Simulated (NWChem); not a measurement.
Species: ZnGeH$_{3}$I; SMILES [GeH3][Zn][I]

No frequency run checked for a minimum. def2 effective core potentials on I; no spin-orbit coupling.

Task: Give the equilibrium geometry at PBE0/def2-SVP with def2 effective core potentials on I (NWChem) as an XYZ file, with the point group.

Result: point group C3v; any orientation.
```
6

Zn     0.0007     0.4112    -0.0002
I      0.0032    -2.0402    -0.0002
Ge    -0.0041     2.8014     0.0001
H     -1.0465     3.3567     0.9902
H      1.3720     3.3635     0.4067
H     -0.3425     3.3593    -1.3961
```
